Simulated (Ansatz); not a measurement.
C₂H₆GeSe (`C[C]([GeH3])=[Se]`). Charge 0, multiplicity 1.

```xyz
10

C     1.021   -1.007    0.303
C    -0.381   -0.513    0.348
Ge   -0.735    1.234   -0.483
Se   -1.693   -1.414    1.101
H     1.131   -1.979    0.785
H     1.689   -0.284    0.785
H     1.359   -1.078   -0.738
H    -2.217    1.583   -0.349
H    -0.317    1.166   -1.964
H     0.143    2.293    0.212
```

Problem. What are the harmonic wavenumbers in cm⁻¹ at PBE0-D4/def2-TZVP (Ansatz, finite differences of forces, unscaled)? (Estimate.)

Solution. Ansatz gave: 46, 146, 156, 258, 306, 442, 574, 578, 813, 840, 872, 873, 977, 1137, 1159, 1375, 1456, 1458, 2133, 2136, 2200, 3019, 3073, 3139.

Problem. Is this a minimum?

Solution. Yes, all 24 modes are real.

Problem. Give the ideal-gas thermochemistry at 298.15 K and 1 bar (rigid rotor, harmonic oscillator; point group Cs, symmetry number 1).

Solution. Zero-point energy 174.4 kJ/mol; H(298) − E = 194.9 kJ/mol; entropy 359.7 J/(mol·K), of which translation 173.7, rotation 118.6, vibration 67.4; G(298) − E = 87.6 kJ/mol. Modes under 100 cm⁻¹ are hindered rotations or soft bends, so the harmonic entropy is rough.
